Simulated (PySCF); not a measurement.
# Copper: a sound run and one with changed settings

Sound run: Cu⁺ [Ar] 3d10, Cu²⁺ [Ar] 3d9. All numbers are calculated (PySCF 2.14, scalar relativity by spin-free X2C-1e, in jorge-DZP-DKH (8s6p2d1f, 43 functions)). The sound run starts from symmetry-adapted Hartree-Fock orbitals and uses a fine grid where one is needed.

Changed run: radial step 0.3 in ln r (0.13 in the sound run). This setting is unsound on purpose.

| species | method | sound run (hartree) | changed run (hartree) | converged |
| --- | --- | --- | --- | --- |
| Cu⁺ | UHF | -1652.79970 | -1652.79970 | yes |
| Cu⁺ | M06-L | -1654.28784 | -1654.28677 | yes |
| Cu⁺ | r2SCAN | -1654.32437 | -1654.31537 | yes |
| Cu²⁺ | UHF | -1652.16773 | -1652.16773 | yes |
| Cu²⁺ | M06-L | -1653.54711 | -1653.54542 | yes |
| Cu²⁺ | r2SCAN | -1653.58324 | -1653.57449 | yes |

Ionisation energy of Cu⁺:

```csv
method,sound run (eV),changed run (eV)
UHF,17.197,17.197
M06-L,20.156,20.173
r2SCAN,20.167,20.160
```

A coarse radial grid mis-integrates the density and the exchange-correlation energy, with errors of either sign; Hartree-Fock needs no grid.

For comparison, NIST gives 20.292 eV between the lowest levels.
